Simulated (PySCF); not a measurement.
CH₅ClFNSi, SMILES N[Si@@H](Cl)CF. The structure is a stationary point at B3LYP-D3(BJ)/def2-SVP. The structure was generated by enumeration; whether it is a known compound was not checked. The values are those of a single conformer.

**Question.** Give the equilibrium geometry at B3LYP-D3(BJ)/def2-SVP (PySCF confirms it by a frequency run) as Cartesian coordinates in Å. (The exact figures need the calculation; the answer reports its results.)

**Answer.** Several could match; the one computed here: 
```xyz
10

N     -1.4128    -1.2535     0.2089
Si    -0.3677    -0.0210    -0.3552
Cl    -0.4950     1.8020     0.6880
C      1.4363    -0.5351    -0.1022
F      1.7179    -1.6897    -0.8202
H     -2.3831    -1.2878    -0.0877
H     -1.2894    -1.6764     1.1238
H     -0.7085     0.2540    -1.7699
H      1.6388    -0.7116     0.9710
H      2.1146     0.2744    -0.4272
```
Charge 0, spin multiplicity 1.
